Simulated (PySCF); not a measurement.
**Au (gold, neutral) across methods**

[Xe] 4f14 5d10 6p1, 2P determinant (an excited configuration). Calculation: PySCF 2.14, in def2-TZVPPD with the def2 core potential (60 electrons) (6s5p3d2f1g, 59 functions); scalar relativity through the core potential.

| method | E (hartree) | mean ε 5d α (eV) | mean ε 5d β (eV) | mean ε 6p α (eV) | Σ⟨r²⟩ (bohr²) | ⟨S²⟩ |
| --- | --- | --- | --- | --- | --- | --- |
| TPSS | -135.4857 | -8.864 | -8.770 | -2.036 | 61.55 | 0.811 |
| r2SCAN | -135.5699 | -9.172 | -9.099 | -2.226 | 60.88 | 0.894 |
| r2SCANh | -135.5484 | -9.789 | -9.719 | -2.400 | 60.95 | 0.875 |
| UHF | -134.63142 | -14.585 | -14.575 | -3.495 | 63.26 | 0.807 |
| PBE | -135.5574 | -8.918 | -8.822 | -2.071 | 61.52 | 0.792 |
| PBE0 | -135.5181 | -10.540 | -10.456 | -2.539 | 61.62 | 0.792 |
| MN15 | -135.2866 | -11.330 | -11.241 | -2.939 | 60.75 | 0.876 |
| LDA | -135.3058 | -9.108 | -9.012 | -2.142 | 61.25 | 0.771 |

Q: Estimate the same row for wB97X-V.

A: E (hartree) = -135.4849; mean ε 5d α (eV) = -12.959; mean ε 5d β (eV) = -12.898; mean ε 6p α (eV) = -3.822; Σ⟨r²⟩ (bohr²) = 61.61; ⟨S²⟩ = 0.795.

Energies and moments cover only the electrons outside the core potential. Spin-orbit coupling, absent here, splits the open shell strongly. ⟨S²⟩ = 0.81 against 0.75 shows spin contamination.
